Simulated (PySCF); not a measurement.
Low-lying terms of P(3+) (phosphorus, charge +3)

Ground state [Ne] 3s2, ¹S. All numbers are calculated (PySCF 2.14, scalar relativity by spin-free X2C-1e, in aug-cc-pVTZ-DK with one added diffuse shell each of s, p, d, f type (7s6p4d3f, 66 functions)). Vertical excitation energies in eV without spin-orbit coupling; excited terms of each kind are numbered among those the solver found. Frozen: [He] 2s2.

```tsv
term	leading excitation	EOM-EE-CCSD
1 3P°	3s → p	8.451
1 1P°	3s → p	13.246
1 3D	3s → d	24.395
1 1D	3s → d	27.973
1 3S	3s → s	28.058
1 1S	3s → s	28.973
2 3P°	3s → p	31.716
2 1P°	3s → p	31.867
1 1F°	3s → f	36.364
2 3D	3s → d	36.709
2 1D	3s → d	37.051
1 3F°	3s → f	37.656
```

Doubly excited terms such as np² are absent. The solver can miss terms.
